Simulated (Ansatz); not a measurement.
The cluster Mo5Se9. The state is a singlet with charge 0. Geometry PBE-D4/def2-SVP; atoms count from 1.

```xyz
14

Mo    1.4128   -0.6731    0.0303
Mo   -0.3557    0.9295   -1.1312
Mo   -0.5998    0.3789    1.7947
Mo    0.9864    1.9361    0.6525
Mo   -1.1176   -1.3587   -0.1393
Se   -0.7422   -1.1018   -2.7133
Se    1.7246   -0.0575    2.4300
Se   -0.9262    2.6343    2.4444
Se    0.6623   -3.1883    0.1416
Se    2.1470    1.1850   -1.5014
Se    2.2117   -2.4231   -1.5539
Se   -2.7177   -0.0798   -1.7224
Se   -0.5449    3.3542   -0.8242
Se   -2.1407   -1.5358    2.0921
```

In the def2 sets Mo takes a core potential; there is no spin–orbit coupling. Single mean-field runs in def2-TZVP are fitted with def2-universal-jkfit. The restricted singlet is unstable towards broken spin symmetry in Hartree–Fock (as tested in another run); at PBE0-D4/def2-TZVP this wasn't settled. The structure comes from a short search, and lower isomers may exist.

(1) Estimate the Mulliken populations from the PBE0/def2-TZVP orbitals of Ansatz.

(2) And the Mayer bond orders between heavy atoms (over 0.3)?

Results:

(1) 
| atom | charge (e) | d electrons |
| --- | --- | --- |
| Mo1 | 0.44 | 4.60 |
| Mo2 | 0.25 | 4.61 |
| Mo3 | 0.48 | 4.46 |
| Mo4 | 0.19 | 4.58 |
| Mo5 | 0.06 | 4.66 |
| Se6 | 0.01 | – |
| Se7 | -0.16 | – |
| Se8 | -0.27 | – |
| Se9 | -0.08 | – |
| Se10 | -0.11 | – |
| Se11 | -0.17 | – |
| Se12 | -0.09 | – |
| Se13 | -0.24 | – |
| Se14 | -0.30 | – |
Mulliken values depend strongly on the basis.

(2) Mo1–Mo2 0.66 (2.65 Å); Mo1–Mo3 0.35 (2.88 Å); Mo1–Mo4 0.65 (2.72 Å); Mo1–Mo5 1.03 (2.63 Å); Mo1–Se7 0.88 (2.50 Å); Mo1–Se9 0.55 (2.63 Å); Mo1–Se10 0.78 (2.52 Å); Mo1–Se11 1.00 (2.49 Å); Mo2–Mo3 0.32 (2.99 Å); Mo2–Mo4 1.25 (2.45 Å); Mo2–Mo5 0.90 (2.61 Å); Mo2–Se6 0.70 (2.60 Å); Mo2–Se10 0.82 (2.54 Å); Mo2–Se12 0.58 (2.64 Å); Mo2–Se13 1.12 (2.45 Å); Mo3–Mo4 1.08 (2.50 Å); Mo3–Mo5 0.87 (2.65 Å); Mo3–Se7 1.04 (2.45 Å); Mo3–Se8 1.43 (2.37 Å); Mo3–Se14 1.03 (2.48 Å); Mo4–Se7 0.45 (2.77 Å); Mo4–Se8 0.68 (2.71 Å); Mo4–Se10 0.76 (2.56 Å); Mo4–Se13 1.00 (2.56 Å); Mo5–Se6 0.62 (2.61 Å); Mo5–Se9 0.82 (2.57 Å); Mo5–Se12 0.72 (2.59 Å); Mo5–Se14 1.06 (2.46 Å); Se6–Se12 0.93 (2.43 Å); Se9–Se11 0.97 (2.42 Å).
